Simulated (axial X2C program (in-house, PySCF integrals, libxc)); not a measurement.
Nuclear properties of IO⁺

Calculated with an in-house all-electron X2C program for linear molecules (integrals from PySCF): two-component X2C with atomic mean-field Coulomb and Gaunt terms, Gaussian nuclei, basis I dyall-cv3z, O dyall-av3z with contracted cores.

R = 1.796 Å (near the PBE0 minimum at charge 1 of the determinant lowest at the starting distance; the state shown can have its own minimum elsewhere).

Determinant lowest in the PBE0 search, Ω = 1 (⟨Sz⟩ = 1.00, ⟨Lz⟩ = 0.00 at PBE0), spin on the atoms I 0.52, O 0.47:

```json
{"level": "PBE0", "Eeff magnitude (GV/cm)": "1.71", "Ws magnitude I (kHz)": "0.476", "A∥/gI I (MHz)": "-582", "qzz I (a.u.)": "8.34", "A∥/gI O (MHz)": "-128", "qzz O (a.u.)": "0.73"}
{"level": "HF", "Eeff magnitude (GV/cm)": "2.48", "Ws magnitude I (kHz)": "1.99", "A∥/gI I (MHz)": "736", "qzz I (a.u.)": "11.05", "A∥/gI O (MHz)": "-236", "qzz O (a.u.)": "0.40"}
{"level": "r2SCAN", "Eeff magnitude (GV/cm)": "1.47", "Ws magnitude I (kHz)": "0.353", "A∥/gI I (MHz)": "-643", "qzz I (a.u.)": "8.07", "A∥/gI O (MHz)": "-84.2", "qzz O (a.u.)": "0.81"}
{"level": "LDA", "Eeff magnitude (GV/cm)": "2.87", "Ws magnitude I (kHz)": "1.25", "A∥/gI I (MHz)": "-732", "qzz I (a.u.)": "7.96", "A∥/gI O (MHz)": "-142", "qzz O (a.u.)": "0.85"}
{"level": "PBE", "Eeff magnitude (GV/cm)": "2.22", "Ws magnitude I (kHz)": "0.824", "A∥/gI I (MHz)": "-766", "qzz I (a.u.)": "7.63", "A∥/gI O (MHz)": "-121", "qzz O (a.u.)": "0.86"}
```

Determinant 0.46 eV from it at PBE0 and this distance, Ω = 0 (closed shell), highest spinor 52% I p, 38% O p, 5% I d:

```csv
level,qzz I (a.u.),qzz O (a.u.)
PBE0,7.09,1.01
HF,8.95,0.51
r2SCAN,6.90,1.09
LDA,7.09,1.06
PBE,6.87,1.07
```

Eeff is the effective electric field on the electron electric dipole moment in this Ω state and Ws the scalar–pseudoscalar constant of the nucleus named (defined with the proton number Z and per Ω); A∥ (defined per Ω) follows by multiplying with gI = μI/(I μN); qzz is the electric field gradient, eQq0 = 234.96 MHz × Q/barn × qzz. The operators were transformed with the bare-nucleus X2C matrices; with these basis sets, hyperfine constants and field gradients can be off by tens of per cent, and where levels differ in sign neither size nor sign is settled.

(1) With Q(127I) = -0.68822 barn (Q from Pyykkö, Mol. Phys. 2018), turn the PBE0 values of the first state into constants in MHz.

Each state is one determinant with collinear spin, which with several unpaired electrons need not be a pure state. Unrestricted Hartree–Fock can overshoot spin polarisation at the nuclei. In the state Ω = 1 the sign of Eeff differs between levels (HF against PBE0). A closed determinant beside an open π² or δ² triplet, such as (π1/2)², mixes with its partner pair into the 0⁺ component of the triplet and ¹Σ⁺, so its energy is not that of a level, and 0⁺ can lie lowest. With several open shells hyperfine constants can be off by a factor of several. Open-shell Ω = 0 determinants with evenly filled partner blocks cannot be reached by this program, so the Ω shown need not be the lowest component. States lie within half an eV, so the first need not be the ground state. The sign of Ws at I differs between levels in the first state. Further determinants of the search, some of them spin-mixed, are not shown. Where a field gradient or hyperfine factor spreads by more than a factor of two over the levels, a constant derived from it is not to be relied on. PBE0 term energies can be off by some tenths of an eV.

Results:

(1) eQq0(127I) = 234.96 × (-0.68822) × (8.34) = -1350 MHz.
